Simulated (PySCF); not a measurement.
# How the method changes the shape and vibrations of AlClFH2N

Calculated results; nothing here was measured. They come from PySCF 2.14.0, an open-source quantum chemistry program, on an isolated molecule that a program drew, which may never have been made. The molecule is AlClFH2N (charge 0, singlet), drawn as the SMILES string `[NH2][Al]([F])[Cl]`.

The geometry was optimised and harmonic frequencies were computed with HF and MP2, all in the cc-pV(D+d)Z basis, for the commonest isotopes, with a restricted reference for singlets and an unrestricted one otherwise, and a frozen core in MP2. Each result is a local minimum of its method.

Geometry at the HF minimum:
```xyz
6
AlClFH2N, angstrom
N     0.0016    0.4733   -0.9122
Al    0.8950    0.2469    0.5629
F     0.1309    0.4177    2.0096
Cl    2.9295   -0.2400    0.5538
H    -0.9723    0.7062   -0.9597
H     0.3855    0.3884   -1.8340
```

Lengths of the bonds as drawn, in Å (atoms numbered as above):
```
bond,HF,MP2
N1-Al2,1.739,1.753
Al2-F3,1.645,1.667
Al2-Cl4,2.092,2.094
N1-H5,1.003,1.016
N1-H6,1.002,1.016
```

Rotational constants, in GHz:
```
constant,HF,MP2
A,6.454,6.31
B,3.128,3.109
C,2.107,2.083
```

Harmonic frequencies in cm^-1, each column in rising order, so a row needn't be the same motion in every method:
| rank | HF | MP2 |
|---|---|---|
| 1 | 183 | 176 |
| 2 | 225 | 215 |
| 3 | 273 | 257 |
| 4 | 392 | 340 |
| 5 | 439 | 388 |
| 6 | 501 | 494 |
| 7 | 711 | 667 |
| 8 | 842 | 816 |
| 9 | 954 | 924 |
| 10 | 1667 | ? |
| 11 | 3786 | 3621 |
| 12 | 3873 | 3723 |

**Estimate the missing MP2 frequency from the HF column.**

A single factor s that minimises the squared misfit of MP2 against s times HF over the other rows is sum(HF x MP2) / sum(HF^2) = 0.9584, with an rms misfit of 17 cm^-1. For rank 10 it gives 0.9584 x 1667 = 1598 cm^-1. The calculation gives 1543 cm^-1, 55 cm^-1 below the estimate. The drawn bonds are on average 1.0 % longer in MP2 than in HF.
